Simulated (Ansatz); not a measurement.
The first iterations of a band of H4MgNOSi (8 atoms, charge 1, multiplicity 1).

Theory: RKS B3LYP-D4/6-31G* (Ansatz).

```
movable images  : 7
climbing image  : yes
spring          : 5.0 eV/Å²
optimiser       : quadratic models (default)
start path      : through a guess of the saddle point
force threshold : 0.03 eV/Å
iteration limit : 60
end points      : relaxed
```

First end point:

```xyz
8
Properties=species:S:1:pos:R:3
O -1.124 1.641 -0.635
Si 0.336 1.206 -0.148
N 0.783 -0.314 0.277
Mg -0.069 -2.142 0.407
H -1.927 1.111 -0.750
H 1.238 2.358 -0.129
H 1.770 -0.329 0.551
H -1.006 -3.530 0.426
```

Last end point:

```xyz
8
Properties=species:S:1:pos:R:3
O -1.258 1.071 -0.559
Si 0.295 1.103 -0.139
N 0.884 -0.350 0.311
Mg -0.107 -2.118 0.391
H -1.773 1.839 -0.853
H 1.030 2.375 -0.187
H 1.869 -0.352 0.582
H -0.939 -3.570 0.454
```

| iteration | highest image above the first end (eV) | largest band force component (eV/Å) |
| --- | --- | --- |
| 1 | 0.612 | 9.464 |
| 2 | 0.124 | 0.752 |
| 3 | 0.100 | 0.417 |

Task: Does the band converge within its limit, and where does its top end?

Result: The forces met the threshold. It ended after 9 iterations with the highest image 0.077 eV above the first end. A vibrational analysis at the climbing image gives one clearly imaginary mode, 383i cm⁻¹: a first-order saddle point. Limits of this set-up: the dipole of an ion depends on the origin.

Time of the run: 3.7 min on 1 CPU thread of a shared host.
